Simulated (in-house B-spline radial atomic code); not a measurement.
Inner levels of xenon as electrons are removed. A shift is the extra binding of the orbital against the neutral atom ([Kr] 4d10 5s2 5p6). The density at the nucleus is averaged over the nuclear charge. Computed with an all-electron radial atomic-structure program (B-spline basis): Dirac-Hartree-Fock, jj configuration that fills j = l - 1/2 first, finite nuclei.

A number in brackets counts the electrons of a j subshell.

| ion | configuration | shift of 2p3/2 (eV) | shift of 1s1/2 (eV) | shift of 2s1/2 (eV) | radius of 2p3/2 (bohr) | radius of 1s1/2 (bohr) | radius of 2s1/2 (bohr) | Σ<r²> (bohr²) | change of density at nucleus (bohr⁻³) |
| --- | --- | --- | --- | --- | --- | --- | --- | --- | --- |
| Xe27+ | [Ar] 3d3/2(4) 3d5/2(5) | 947.51 | 972.33 | 944.48 | 0.10168 | 0.026647 | 0.11372 | 1.6689 | -866.16 |
| Xe28+ | [Ar] 3d3/2(4) 3d5/2(4) | 1046.3 | 1073.55 | 1043.7 | 0.10157 | 0.026648 | 0.11363 | 1.5532 | -738.15 |
| Xe29+ | [Ar] 3d3/2(4) 3d5/2(3) | 1147.2 | 1177.14 | 1145.01 | 0.10145 | 0.026648 | 0.11354 | 1.4428 | -605.72 |
| Xe30+ | [Ar] 3d3/2(4) 3d5/2(2) | 1250.19 | 1283.09 | 1248.41 | 0.10133 | 0.026649 | 0.11345 | 1.3374 | -468.89 |
| Xe31+ | [Ar] 3d3/2(4) 3d5/2(1) | 1355.25 | 1391.4 | 1353.86 | 0.1012 | 0.026649 | 0.11335 | 1.2366 | -327.61 |
| Xe32+ | [Ar] 3d3/2(4) | 1462.38 | 1502.06 | 1461.37 | 0.10106 | 0.02665 | 0.11324 | 1.1402 | -181.92 |
| Xe33+ | [Ar] 3d3/2(3) | 1575.08 | 1616.75 | 1572.17 | 0.10095 | 0.02665 | 0.11313 | 1.0494 | -26.924 |
| Xe34+ | [Ar] 3d3/2(2) | 1689.96 | 1733.84 | 1685.01 | 0.10084 | 0.026651 | 0.113 | 0.96243 | 132.69 |
| Xe35+ | [Ar] 3d3/2(1) | 1806.99 | 1853.33 | 1799.89 | 0.10072 | 0.026651 | 0.11288 | 0.87908 | 296.9 |
| Xe36+ | [Ne] 3s2 3p6 | ? | ? | ? | ? | ? | ? | ? | ? |
| Xe37+ | [Ne] 3s2 3p1/2(2) 3p3/2(3) | 2034.39 | 2099.23 | 2024.57 | 0.10058 | 0.026648 | 0.11261 | 0.70304 | 653.66 |
| Xe38+ | [Ne] 3s2 3p1/2(2) 3p3/2(2) | 2143.98 | 2225.08 | 2133.7 | 0.10046 | 0.026645 | 0.11247 | 0.60953 | 845.44 |
| Xe39+ | [Ne] 3s2 3p1/2(2) 3p3/2(1) | 2254.95 | 2352.79 | 2244.15 | 0.10033 | 0.026641 | 0.11233 | 0.51856 | 1041.1 |
| Xe40+ | [Ne] 3s2 3p1/2(2) | 2367.29 | 2482.35 | 2355.94 | 0.1002 | 0.026637 | 0.11218 | 0.43005 | 1240.69 |
| Xe41+ | [Ne] 3s2 3p1/2(1) | ? | ? | ? | ? | ? | ? | ? | ? |
| Xe42+ | [Ne] 3s2 | 2607.15 | 2758.47 | 2589.18 | 0.099851 | 0.026628 | 0.11185 | 0.26899 | 1453.06 |
| Xe43+ | [Ne] 3s1 | ? | ? | ? | ? | ? | ? | ? | ? |
| Xe44+ | [He] 2s2 2p6 | 2836.52 | 3018.3 | 2808.29 | 0.099581 | 0.026624 | 0.11176 | 0.10113 | -5599.31 |
| Xe45+ | [He] 2s2 2p1/2(2) 2p3/2(3) | 3072.59 | 3331.11 | 3013.4 | 0.098746 | 0.026606 | 0.11112 | 0.087768 | -5053.94 |

Problem. Fill in the row of Xe36+.

Solution. shift of 2p3/2 (eV): 1926.17; shift of 1s1/2 (eV): 1975.23; shift of 2s1/2 (eV): 1916.79; radius of 2p3/2 (bohr): 0.10059; radius of 1s1/2 (bohr): 0.026652; radius of 2s1/2 (bohr): 0.11275; Σ<r²> (bohr²): 0.79919; change of density at nucleus (bohr⁻³): 465.77.

Problem. Fill in the row of Xe41+.

Solution. shift of 2p3/2 (eV): 2486.47; shift of 1s1/2 (eV): 2619.39; shift of 2s1/2 (eV): 2471.86; radius of 2p3/2 (bohr): 0.10003; radius of 1s1/2 (bohr): 0.026633; radius of 2s1/2 (bohr): 0.11202; Σ<r²> (bohr²): 0.34838; change of density at nucleus (bohr⁻³): 1346.67.

Problem. Fill in the row of Xe43+.

Solution. shift of 2p3/2 (eV): 2721.26; shift of 1s1/2 (eV): 2887.62; shift of 2s1/2 (eV): 2698.21; radius of 2p3/2 (bohr): 0.099717; radius of 1s1/2 (bohr): 0.026626; radius of 2s1/2 (bohr): 0.11185; Σ<r²> (bohr²): 0.18412; change of density at nucleus (bohr⁻³): -2024.18.
